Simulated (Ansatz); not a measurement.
Basis-set series for C3H8BGaO. Total charge 0; spin multiplicity 1. The bonds changed during the relaxation, so this is another structure than the one it started from. Geometry: relaxed with PBE0-D4/def2-TZVP. It is one conformer, not always the lowest.

```xyz
14

C    -1.871    0.231   -0.201
C    -0.689   -0.507   -0.817
B     0.579   -0.580    0.181
Ga    1.430    1.217    0.934
C     1.837   -1.185   -0.319
O     2.836   -1.589   -0.690
H    -2.730    0.244   -0.878
H    -2.191   -0.246    0.730
H    -1.620    1.268    0.035
H    -0.999   -1.525   -1.075
H    -0.414   -0.029   -1.763
H     0.518    2.497    1.038
H     2.887    1.267    1.534
H     0.427   -1.062    1.293
```

```csv
functional,basis,functions,energy (Eh),HOMO (eV),LUMO (eV)
PBE0-D4,def2-TZVPP,315,-2143.62172,-6.97,-1.61
PBE0-D4,def2-QZVPP,614,-2143.67741,-6.98,-1.64
ωB97M-V,def2-TZVPP,315,-2143.92140,-8.96,0.09
ωB97M-V,def2-QZVPP,614,-2143.97540,-8.97,-0.07
```

**Question.** Give the rows for def2-SVP. (Best estimate.)

**Answer.** Computed: 
```
functional     basis  functions  energy (Eh)  HOMO (eV)  LUMO (eV)
   PBE0-D4  def2-SVP        142  -2143.12973      -6.93      -1.56
   ωB97M-V  def2-SVP        142  -2143.41836      -8.89       0.17
```

Positive LUMOs are unbound and depend on the basis. Scalar relativity is left out up to krypton.
